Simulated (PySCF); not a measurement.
(NaH)4 cube in a uniform electric field

Compound: (NaH)4 cube, Na4H4.
Cartesian coordinates in Å at the PBE0-D3(BJ)/def2-SVP level; atoms count from 1:
```
atom  x, y, z in Å
Na1   -0.7002    0.7951    1.5641
H2     0.8880   -0.7628    1.5817
Na3   -0.3037   -1.8492    0.0565
H4    -1.9283   -0.3404    0.1053
Na5   -0.8446    0.7356   -1.5036
H6     0.3187    1.9389   -0.0455
Na7    1.8469    0.3306   -0.0860
H8     0.7253   -0.8242   -1.6181
```

Level: B3LYP/def2-SVPD (PySCF); nuclei fixed, core orbitals frozen in the response. Permanent dipole (-0.018, 0.003, 0.023) D (1 au = 2.5417 D). Static polarisability (au):

```
x   97.82 -0.02 -0.01
y   -0.02 97.81  0.02
z   -0.01  0.02 97.83
```

Only the terms in μ and α are kept: μ(F) = μ + αF and ΔE = −μ·F − ½ F·αF.

(1) A field of 0.008 au (0.411 V/Å) is applied along each axis in both senses. Find the induced dipole, the size of the total dipole and the two energy terms.

(2) For the field (-0.0064, 0.0024, -0.0024) au, what is the induced dipole, and what angle does it make with the field?

(3) Induction energy −ᾱe²/2R⁴ of a unit charge at 10 Å, the molecule taken as a point?

## Answers

(1) 
```tsv
field along	induced x (D)	induced y (D)	induced z (D)	total size (D)	−μ·F (kJ/mol)	−½F·αF (kJ/mol)
+x	1.989	0.000	0.000	1.971	+0.149	-8.218
−x	-1.989	0.000	0.000	2.007	-0.149	-8.218
+y	0.000	1.989	0.000	1.992	-0.025	-8.218
−y	0.000	-1.989	0.000	1.986	+0.025	-8.218
+z	0.000	0.000	1.989	2.012	-0.190	-8.219
−z	0.000	0.000	-1.989	1.966	+0.190	-8.219
```

(2) αF = (-1.591, 0.597, -0.596) D, at 0.0° to the field. The polarisability along this direction, F·αF/F², is 97.82 au, against a mean of 97.82 au.

(3) R = 18.90 bohr, so the energy is −97.8/(2 × 18.90⁴) Eh = -1.01 kJ/mol.

Isolated species at its PBE0-D3(BJ)/def2-SVP geometry, gas phase.

The run behind these numbers computed excited states and ΔSCF ions as well. On x86-64 server, one thread, on a shared host, this took 13 s of wall time.
